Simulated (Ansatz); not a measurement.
System: PH$_{5}$, charge 0, multiplicity 1. SMILES: [H][P@TB14]([H])([H])([H])[H]
Structure (B3LYP-D3(BJ)/def2-TZVP (Ansatz, a quantum-chemistry and plane-wave program) minimum search):
```xyz
6

P      0.0000     0.0000     0.0000
H      0.0076    -0.0062     1.4787
H     -0.0076     0.0062    -1.4787
H      1.4251     0.0061    -0.0073
H     -0.7179     1.2311     0.0089
H     -0.7073    -1.2373    -0.0016
```

Wanted: vertical triplet-singlet gap, E(triplet) - E(singlet), in eV. Set-up: dispersion terms only where a functional's name holds one; valence correlation only; non-relativistic; no spin-orbit coupling; each state is the SCF solution reached for its charge and spin; 6-311+G** with 5d, 6d on Na to Ar in Ansatz; open shells spin-unrestricted. CBS marks a two-point X^-3 extrapolation of the correlation energy; Hartree-Fock from the larger set. [CCSD(T)-MP2]/basis is that difference in the basis named. First-principles rows: single points at B3LYP-D3(BJ) geometries (Ansatz). Levels can end on unlike triplets.

| species | coefficient | E at B3LYP/6-311+G** (Ansatz), Eh | E at B3LYP/def2-TZVPD (Ansatz), Eh |
|---|---|---|---|
| charge 0, triplet | +1 | -344.13546 | -344.13974 |
| charge 0, singlet | -1 | -344.28443 | -344.29539 |

Coupled cluster (Ansatz) is a level with limits of its own, used here on species with T1 under 0.025 (0.045 for open shells) and stable references: RI-MP2/CBS(aug-cc-pV(T+d)Z,aug-cc-pV(Q+d)Z)+[CCSD(T)-MP2]/aug-cc-pV(T+d)Z. Value to compare with, RI-MP2/CBS(aug-cc-pV(T+d)Z,aug-cc-pV(Q+d)Z)+[CCSD(T)-MP2]/aug-cc-pV(T+d)Z (Ansatz): 4.46 eV. 1 Eh = 27.2114 eV.

Problem. Compute it at each level from the table, and compare with RI-MP2/CBS(aug-cc-pV(T+d)Z,aug-cc-pV(Q+d)Z)+[CCSD(T)-MP2]/aug-cc-pV(T+d)Z (Ansatz).

Solution. 
- B3LYP/6-311+G**: the sum of coefficient times E is 0.14897 Eh, or 4.054 eV. Result: 4.05 eV. Its difference against RI-MP2/CBS(aug-cc-pV(T+d)Z,aug-cc-pV(Q+d)Z)+[CCSD(T)-MP2]/aug-cc-pV(T+d)Z (Ansatz) is -0.41 eV.
- B3LYP/def2-TZVPD: the sum of coefficient times E is 0.15565 Eh, or 4.235 eV. Result: 4.24 eV. Its difference against RI-MP2/CBS(aug-cc-pV(T+d)Z,aug-cc-pV(Q+d)Z)+[CCSD(T)-MP2]/aug-cc-pV(T+d)Z (Ansatz) is -0.22 eV.
